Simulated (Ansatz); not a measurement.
Reaction (hydrogenolysis of a Ge–Cl bond): `[Cl][Ge][Cl]` + H₂ → `[Cl][GeH]` + HCl

Program: Ansatz. Geometries: PBE0-D4/def2-TZVP. ΔE: electronic, gas phase. CBS: MP2 limit from def2 TZ/QZ plus the TZ coupled-cluster correction, frozen cores. This one scheme is used for every species. DFT in def2-TZVPP. B3LYP here is the variant with VWN-RPA as its local correlation; programs differ in this. HSE06 is defined as in plane-wave codes. For Ge outer-core shells are correlated without core-valence functions, which leaves a few kJ/mol of doubt a bond. Scalar relativity is left out up to krypton.

`[Cl][Ge][Cl]`:

```xyz
3

Cl   -1.711   -0.138   -0.258
Ge    0.290   -0.858    0.231
Cl    1.421    0.997    0.027
```

H₂:

```xyz
2

H    -0.131   -0.290    0.195
H     0.131    0.290   -0.195
```

`[Cl][GeH]`:

```xyz
3

Cl   -0.528   -0.879    1.205
Ge   -0.468    0.647   -0.356
H     0.996    0.232   -0.850
```

HCl:

```xyz
2

Cl   -0.393   -0.483   -0.145
H     0.393    0.483    0.145
```

```tsv
level	ΔE (kJ/mol)	difference from CCSD(T)/CBS
LDA (SPW92)	124.8	3.4
PBE-D4	130.5	9.1
revPBE-D4	132.6	11.2
BLYP-D4	134.5	13.1
r2SCAN-D4	131.3	9.9
B97M-V	119.7	-1.7
PBE0-D4	122.7	1.3
B3LYP-D4	127.5	6.1
r2SCAN0-D4	124.6	3.2
HSE06-D4	123.0	1.6
BHLYP-D4	120.7	-0.7
CAM-B3LYP-D4	118.9	-2.5
ωB97X-V	118.1	-3.3
ωB97M-V	121.3	-0.1
B2PLYP	122.5	1.1
PBE-QIDH	119.0	-2.4
PBE	126.6	5.2
revPBE	125.2	3.8
r2SCAN	130.5	9.1
PBE0	119.3	-2.1
B3LYP	120.9	-0.5
r2SCANh	127.6	6.2
r2SCAN0	123.6	2.2
HSE06	119.7	-1.7
BHLYP	114.1	-7.3
LC-ωPBE	110.0	-11.4
HF/def2-SVP	94.6	-26.8
MP2/def2-SVP	113.6	-7.8
CCSD/def2-SVP	99.2	-22.2
CCSD(T)/def2-SVP	103.9	-17.5
HF/def2-TZVPP	100.9	-20.5
SCS-MP2/def2-TZVPP	118.6	-2.8
CCSD/def2-TZVPP	107.3	-14.1
CCSD(T)/def2-TZVPP	113.4	-8.0
MP2/def2-QZVPP	130.4	9.0
SCS-MP2/def2-QZVPP	122.7	1.3
CCSD/def2-QZVPP	111.7	-9.7
CCSD(T)/def2-QZVPP	118.3	-3.1
HF/CBS(def2)	101.2	-20.2
CCSD/CBS(def2)	115.3	-6.1
CCSD(T)/CBS	121.4	0
```

Largest T1 diagnostic among the species: 0.013.

The D4 term adds +6.5 kJ/mol with B3LYP and +3.4 kJ/mol with PBE0; it sums over pairs of atoms, weighted by their polarisabilities, and B3LYP, whose exchange is more repulsive, gets the larger term. From PBE to PBE0 (25 % exact exchange), in def2-TZVPP and without D4, ΔE moves by −7.3 kJ/mol.
